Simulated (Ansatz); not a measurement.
Reactions of C3H3IN2 (`N#CCC(=N)I`).

Program: Ansatz. Geometries: PBE0-D4/def2-TZVP. ΔE: electronic, gas phase. CCSD(T)/CBS adds triple-zeta CCSD(T) − MP2 to the extrapolated MP2 energy (def2 sets, frozen cores). This one scheme is used for every species, atoms too. For atomizations the MP2-based limit and the directly extrapolated one differ by several kJ/mol either way, and by 10 to 25 for some Ge, Se and Sn compounds, so smaller differences from it don't rank the levels. Open shells (•) are unrestricted, without spin–orbit coupling. Spin–orbit coupling would lower the free atoms: a little for C; strongly for I. Elements past krypton have def2 core potentials. Bonds to Br, I are less sure, by a few kJ/mol each and by 10 to 20 or more in all where they break to atoms, as the def2 sets lack core-valence functions. Scalar relativity is left out up to krypton. Each species was taken in one conformer, which may not be the lowest.

Problem. Order these by ΔE at CCSD(T)/CBS, lowest first. (Estimate.)
A. `N#CCC(=N)I` + HBr → `N=C(Br)I` + `CC#N`
B. `N#CCC(=N)I` + H₂ → `N=CI` + `CC#N`
C. `N#CCC(=N)I` + H–F → `N#CCF` + `N=CI`
D. `N#CCC(=N)I` → 3 C• + 3 H• + I• + 2 N•

Solution. B (-40.4 kJ/mol), A (+22.5 kJ/mol), C (+101.2 kJ/mol), D (+3731.8 kJ/mol).

Largest T1 diagnostic: 0.013, for `N#CCC(=N)I`.
